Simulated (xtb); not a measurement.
B(Me)(OMe)(NH2) (C₂H₈BNO), SMILES COB(C)N. All values are semi-empirical tight-binding results from xtb (GFN2-xTB unless named), good for trends rather than for accurate numbers. Geometry: GFN2-xTB. The structure was generated by enumeration, and PubChem lists no compound with its InChIKey, so it may never have been made. The values are those of a single conformer.

Optimised geometry:

Bonded distances (Å): B1–C2 1.593, B1–O6 1.361, B1–N11 1.405, C2–H3 1.085, C2–H4 1.088, C2–H5 1.087, O6–C7 1.403, C7–H8 1.095, C7–H9 1.091, C7–H10 1.095, N11–H12 1.005, N11–H13 1.003. Angles (°): C2–B1–O6 117.1, C2–B1–N11 120.1, O6–B1–N11 122.8, B1–C2–H3 111.4, B1–C2–H4 110.7, B1–C2–H5 112.0, H3–C2–H4 107.3, H3–C2–H5 108.2, H4–C2–H5 107.1, B1–O6–C7 123.5, O6–C7–H8 111.3, O6–C7–H9 107.6, O6–C7–H10 111.3, H8–C7–H9 108.9, H8–C7–H10 108.7, H9–C7–H10 108.9, B1–N11–H12 124.3, B1–N11–H13 122.7, H12–N11–H13 112.9.

```
Item                                            Result
---------------------------------------  -------------
orbital gap                                    7.04 eV
dipole moment                                   2.41 D
zero-point energy                        67.6 kcal/mol
G − E(el) at 298.15 K (modified RRHO)    48.5 kcal/mol
static polarisability (D4 model)            53.4 bohr³
solvation energy, GFN2-xTB/ALPB(water)   -3.1 kcal/mol
solvation energy, GFN2-xTB/ALPB(hexane)  -4.1 kcal/mol
```

Computed IR lines (harmonic; lines under 4 % of the strongest left out, lines within 3 cm⁻¹ merged):
ν (cm⁻¹): 456 (s), 831 (w), 885 (m), 1244 (vs), 1328 (vs), 1388 (w), 1412 (w), 1484 (w), 1538 (m), 2915 (m), 2929 (w), 2985 (w), 3024 (w), 3037 (w), 3065 (w) (against the strongest line: vs over 80 %, s over 45 %, m over 15 %, w over 4 %, vw less)

### Question
Give the atomic charges and the Wiberg bond orders between heavy atoms. (Estimate from the structure and the level; the computed values follow.)

### Answer
charges (e) B1 0.36, C2 -0.20, H3 0.04, H4 0.03, H5 0.03, O6 -0.34, C7 0.04, H8 0.03, H9 0.05, H10 0.03, N11 -0.37, H12 0.15, H13 0.16. Bond orders B1–C2 0.98, B1–O6 1.14, O6–C7 0.99, B1–N11 1.26.
